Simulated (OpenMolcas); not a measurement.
**B: input and output**

Input:

```
&GATEWAY
Coord
1

B 0.0 0.0 0.0
Basis=ANO-R1
Group=XYZ
NoMove
AngMom=0.0 0.0 0.0
AMFI
&SEWARD
&RASSCF
FileOrb=start.orb
Symmetry=2
Spin=4
nActEl=3 0 0
Inactive=1 0
Ras2=1 3
CIRoot=1 1 1
SDav=1
CIMx=300
Iter=120 100
PrWF=0.3
OrbListing=Nothing
MaxOrb=0
Atom
>>> COPY $Project.JobIph JOB001
&RASSCF
FileOrb=start.orb
Symmetry=2
Spin=2
nActEl=3 0 0
Inactive=1 0
Ras2=1 3
CIRoot=3 3 1
SDav=11
CIMx=300
Iter=120 100
PrWF=0.3
OrbListing=Nothing
MaxOrb=0
Atom
>>> COPY $Project.JobIph JOB002
&RASSCF
FileOrb=start.orb
Symmetry=1
Spin=4
nActEl=3 0 0
Inactive=1 0
Ras2=1 3
CIRoot=3 3 1
SDav=3
CIMx=300
Iter=120 100
PrWF=0.3
OrbListing=Nothing
MaxOrb=0
Atom
>>> COPY $Project.JobIph JOB003
&RASSCF
FileOrb=start.orb
Symmetry=1
Spin=2
nActEl=3 0 0
Inactive=1 0
Ras2=1 3
CIRoot=5 5 1
SDav=9
CIMx=300
Iter=120 100
PrWF=0.3
OrbListing=Nothing
MaxOrb=0
Atom
>>> COPY $Project.JobIph JOB004
&RASSI
NrOfJobIphs=3 3 3 5
1 2 3
1 2 3
1 2 3 4 5
IphNames
JOB002
JOB003
JOB004
EJob
SpinOrbit
DIPRint=1.0
SOCoupling=1000.0
Subsets=2
MEES
Property=10
'ANGMOM' 1 'ANGMOM' 2 'ANGMOM' 3 'MLTPL  1' 1 'MLTPL  1' 2 'MLTPL  1' 3
'AMFI' 1 'AMFI' 2 'AMFI' 3 'MLTPL  2' 6
SOProperty=3
'ANGMOM' 1 'ANGMOM' 2 'ANGMOM' 3
```

Launched by
```bash
OMP_NUM_THREADS=1 MOLCAS_MEM=1689 MOLCAS_PROJECT=a pymolcas a.inp > a.log  # once for each step of the input, in one work folder
```

A driver script runs the steps one by one and writes start.orb anew before each from the orbitals found so far.

Output, cut to the results:

```
--- SEWARD ---
Basis set label: B.ANO-R...3S2P1D.

      Electronic valence basis set:
      ------------------
      Associated Effective Charge   5.000000 au
      Associated Actual Charge      5.000000 au
      Nuclear Model: Finite nucleus - Gaussian distribution
        Gaussian exponent, Xi/bohr**(-2):  7.11787E+08

      Shell  nPrim  nBasis  Cartesian Spherical Contaminant
         s      12       3        X
         p       7       2        X
         d       3       1                 X
                  Relativistic X2C integrals
                  Atomic mean-field integrals
--- RASSCF ---
Wave function specifications:
      -----------------------------

      Number of closed shell electrons           2
      Number of electrons in active shells       3
      Max number of holes in RAS1 space          0
      Max nr of electrons in RAS3 space          0
      Number of inactive orbitals                1
      Number of active orbitals                  4
      Number of secondary orbitals               9
      Spin quantum number                      1.5
      State symmetry                             2
Orbital specifications:
      -----------------------

      Symmetry species                           1   2
                                                ag  au
      Frozen orbitals                            0   0
      Inactive orbitals                          1   0
      Active orbitals                            1   3
      RAS1 orbitals                              0   0
      RAS2 orbitals                              1   3
      RAS3 orbitals                              0   0
      Secondary orbitals                         6   3
      Deleted orbitals                           0   0
      Number of basis functions                  8   6
      Number of CSFs                             1
      Number of root(s) required                 1
      Iter CI   SX   CI       RASSCF       Energy    max ROT     max BLB   max BLB  Level Ln srch  Step   QN
          iter iter root      energy       change     param      element    value   shift minimum  type update
 Nr of preliminary CI iterations:   1
 ###############################################################################
 ###############################################################################
 ###                                                                         ###
 ###                                                                         ###
 ###    WARNING: Problems in orbital optimization.                           ###
 ###                                                                         ###
 ###                                                                         ###
 ###############################################################################
 ###############################################################################
  Warning: In symmetry  1, orbital p=   2 has diagonal density matrix element D(p,p) close to zero. D(p,p)=  0.000000E+00
        1   1    1    1   -24.13328234    0.00E+00   0.00E+00    1   3 1  7.36E-08   0.50   0.00    SX    NO
        ...
 ###############################################################################
 ###############################################################################
  Warning: In symmetry  1, orbital p=   2 has diagonal density matrix element D(p,p) close to zero. D(p,p)=  0.000000E+00
        4   1    1    1   -24.13328234    7.11E-15   0.00E+00    1   3 1  7.36E-08   0.50   0.00    SX    NO
      Convergence after  4 iterations
        5   1    1    1   -24.13328234    0.00E+00   0.00E+00    1   3 1  7.36E-08   0.50   0.00    SX    NO
      Natural orbitals and occupation numbers for root  1
      sym 1:   0.000000
      sym 2:   1.000000   1.000000   1.000000
::    RASSCF root number  1 Total energy:    -24.13328234
--- RASSCF ---
Wave function specifications:
      -----------------------------

      Number of closed shell electrons           2
      Number of electrons in active shells       3
      Max number of holes in RAS1 space          0
      Max nr of electrons in RAS3 space          0
      Number of inactive orbitals                1
      Number of active orbitals                  4
      Number of secondary orbitals               9
      Spin quantum number                      0.5
      State symmetry                             2
Orbital specifications:
      -----------------------

...
--- RASSI ---
SPIN-FREE ENERGIES:
  (Shifted by EMIN (a.u.) =        -24.5665851270)

 SF State       Relative EMIN(au)   Rel lowest level(eV)    D:o, cm**(-1)      L_eff

     1             0.0000000000        0.0000000000              0.0000         1.0
     2             0.0000000000        0.0000000000              0.0000         1.0
     3             0.0000000000        0.0000000000              0.0000         1.0
     4             0.1098834015        2.9900796804          24116.6190         1.0
     5             0.1098834015        2.9900796804          24116.6190         1.0
     6             0.1098834015        2.9900796804          24116.6190         1.0
     7             0.2497877999        6.7970723035          54822.0853         2.0
     8             0.2497877999        6.7970723035          54822.0853         2.0
     9             0.2497877999        6.7970723035          54822.0853         2.0
    10             0.2497877999        6.7970723035          54822.0853         2.0
    11             0.2497877999        6.7970723035          54822.0853         2.0
     Dipole printing threshold changed to   1.00000000E+00

++ Dipole transition strengths (spin-free states):
   -----------------------------------------------
     for osc. strength at least  1.00000000E+00

  ( Max oscillator strength is only    9.6867369471918569E-002 )
--
Eigenvalues of complex Hamiltonian:
   -----------------------------------
  (Shifted by EMIN (a.u.) =        -24.5665851270)

 SO State       Relative EMIN(au)   Rel lowest level(eV)    D:o, cm**(-1)     J-value

     1            -0.0000432744        0.0000000000              0.0000         0.4
     2            -0.0000432744        0.0000000000              0.0000         0.4
     3             0.0000216372        0.0017663362             14.2465         1.0
     4             0.0000216372        0.0017663362             14.2465         1.0
...
```

The J values that RASSI prints are effective ones from its own formula and need not be integers or half-integers; the table below assigns J from the states.

Levels above the lowest, from the spin-orbit matrix, grouped by J:

| Configuration | Term | J | E (cm⁻¹) | Measured (cm⁻¹) | g | Term weight % |
| --- | --- | --- | --- | --- | --- | --- |
| 2s² 2p | ²P° | 1/2 | 0.0 | 0.0 | 0.666 | 100 |
| 2s² 2p | ²P° | 3/2 | 14.2 | 15.3 | 1.334 | 100 |
| 2s 2p² | ⁴P | 1/2 | 24118 | 28870 | 2.671 | 100 |
| 2s 2p² | ⁴P | 3/2 | 24123 | 28875 | 1.735 | 100 |
| 2s 2p² | ⁴P | 5/2 | 24131 | 28881 | 1.601 | 100 |
| 2s 2p² | ²D | 3/2 | 54832 | 47857 | 0.800 | 100 |
| 2s 2p² | ²D | 5/2 | 54832 | 47857 | 1.200 | 100 |

Against the 6 measured excited levels shown (NIST Handbook of Basic Atomic Spectroscopic Data) the mean absolute deviation is 4700 cm-1; the largest miss in energy is 2s 2p² ²D_5/2: computed 54832, measured 47857 cm⁻¹ (+14.6 %).

Without dynamic correlation excited terms often stand tens of per cent too high (terms of higher spin than the ground term too low), and those without a measured partner can miss by more than the paired ones. Measured partners are found by configuration, term and J. A level has none where our copy of the source lacks it or the pairing is in doubt (some pairs that miss far off the trend of their configuration count as doubtful), and it then counts in no deviation. Levels of configurations outside the active space are missing. The first state left out of the spin-orbit step lies near 71000 cm-1 above the lowest spin-free state of the reference (among the parities and spins computed), and the list stops at four fifths of that energy or lower.

The term weight is that of the spin-free term in the level, not the purity of its configuration. ° marks odd parity.
